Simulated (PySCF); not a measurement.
## Computed properties of C3H5BF2O, SMILES C(/F)(B(O)C)=C\F

C₃H₅BF₂O, SMILES C(/B(C)O)(=C/F)F. Geometry optimised at PBE0-D3(BJ)/def2-SVP. The structure was generated by enumeration; whether it is a known compound was not checked. Other conformers were not sampled. All values are computed for the isolated molecule unless a solvent is named; none is compared with measurement here.

**Structure.** The optimised structure has Cs symmetry. All 30 harmonic modes at PBE0-D3(BJ)/def2-SVP (PySCF) are real, so it is a minimum. With heavy atoms numbered as in [CH3:1][B:2]([OH:3])/[C:4]([F:5])=[CH:6]\[F:7], the shortest bond between them is C6–F7 at 1.327 Å and the longest C1–B2 at 1.573 Å.

**Vibrations.** The strongest infrared lines (harmonic, unscaled, degenerate partners summed) lie at 1227 cm⁻¹ (253 km/mol, C 47 %, F 37 %, H 15 %), 1392 cm⁻¹ (191 km/mol, H 44 %, B 34 %, O 13 %, C 9 %), 959 cm⁻¹ (137 km/mol, H 65 %, B 15 %, C 10 %, O 8 %). The softest mode is at 62 cm⁻¹ and the zero-point energy is 52.8 kcal/mol.

**Electronic structure.** B3LYP/def2-TZVP (PySCF) places the frontier levels at -7.15 and -1.24 eV, a gap of 5.91 eV, and gives a dipole moment of 1.75 D and a mean polarisability of 54.9 bohr³. PBE/def2-TZVP (PySCF) at the same geometry gives -6.06 and -1.92 eV, so its gap is 1.77 eV narrower. An orbital gap is neither the optical nor the fundamental gap.

**Excitations.** TDA-ωB97X/def2-SVPD (PySCF) has S1 at 6.50 eV (191 nm, f = 0.401, bright); the most intense of the 10 singlets computed lies at 6.50 eV (f = 0.40). T1 (TDA) is at 3.69 eV, 2.81 eV under S1. TDA-PBE/def2-SVPD (PySCF) puts S1 at 5.60 eV. No vertical singlet excitation falls in the visible range (under 3.1 eV).

**NMR.** GIAO shifts at PBE0/pcSseg-1 (PySCF) (non-relativistic, atoms alike by connectivity averaged): ¹³C from 9.5 to 169.5 ppm against TMS; ¹H from 1.0 to 8.1 ppm against TMS; ¹⁹F from -196.4 to -162.2 ppm against CFCl3; ¹¹B at 31.0 ppm against BF3.
